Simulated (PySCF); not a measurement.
Ligands exchanged one at a time, Al CH3-I. Isolated molecules, 0 K electronic values unless said otherwise. Strings in code marks are SMILES.

Computed with PBE-D3(BJ)/def2-TZVP // PBE0-D3(BJ)/def2-TZVP run with PySCF. All candidates: neutral, multiplicity 1. Excitations are Tamm–Dancoff values on a coarser integration grid. The basis has no diffuse functions, so Rydberg states are missing or too high.

```
Property                Value
-------------------  --------
T1 excitation (TDA)   4.91 eV
LUMO                 -1.13 eV
HOMO                 -6.25 eV
```

Question: Which member has these values?
(A) `[CH3][Al]([I])[I]`
(B) `[CH3][Al]([CH3])[CH3]`
(C) `[CH3][Al]([CH3])[I]`
(D) `[I][Al]([I])[I]`

Answer: B, `[CH3][Al]([CH3])[CH3]`. The others give `[CH3][Al]([I])[I]`: 4.24 eV, -2.18 eV, -6.49 eV; `[I][Al]([I])[I]`: 3.84 eV, -2.66 eV, -6.61 eV; `[CH3][Al]([CH3])[I]`: 4.38 eV, -1.71 eV, -6.18 eV
